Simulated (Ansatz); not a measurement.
`C=COC(=C)N` + `[SiH3]S` → `C=CS[SiH3]` + `C=C(N)O`  (substitution at a C–O bond)

Computed with Ansatz on PBE0-D4/def2-TZVP structures; ΔE is electronic, products minus reactants. CCSD(T)/CBS is the MP2 limit (def2-TZVPP, def2-QZVPP) plus CCSD(T) − MP2 in def2-TZVPP, frozen cores. DFT in def2-TZVPP. B3LYP here is the variant with VWN-RPA as its local correlation; programs differ in this. Each species was taken in one conformer, which may not be the lowest.

| level | ΔE (kcal/mol) | difference from CCSD(T)/CBS |
| --- | --- | --- |
| PBE-D4 | -6.5 | 0.3 |
| PBE0-D4 | -6.7 | 0.1 |
| B3LYP-D4 | -5.6 | 1.2 |
| ωB97X-V | -5.3 | 1.5 |
| B2PLYP | -5.9 | 0.9 |
| PBE | -6.3 | 0.5 |
| r2SCAN | -6.2 | 0.6 |
| PBE0 | -6.5 | 0.3 |
| B3LYP | -5.2 | 1.6 |
| CCSD/def2-TZVPP | -5.4 | 1.4 |
| CCSD(T)/def2-TZVPP | -5.6 | 1.2 |
| HF/def2-QZVPP | -4.5 | 2.3 |
| MP2/def2-QZVPP | -8.2 | -1.4 |
| SCS-MP2/def2-QZVPP | -7.2 | -0.4 |
| HF/CBS(def2) | -4.5 | 2.3 |
| MP2/CBS(def2) | -8.6 | -1.8 |
| CCSD(T)/CBS | -6.8 | 0 |

Largest T1 diagnostic among the species: 0.013.

In def2-TZVPP, CCSD(T) changes the Hartree–Fock value by −1.2 kcal/mol (the triples alone add −0.2 kcal/mol) and MP2 by −3.0 kcal/mol.
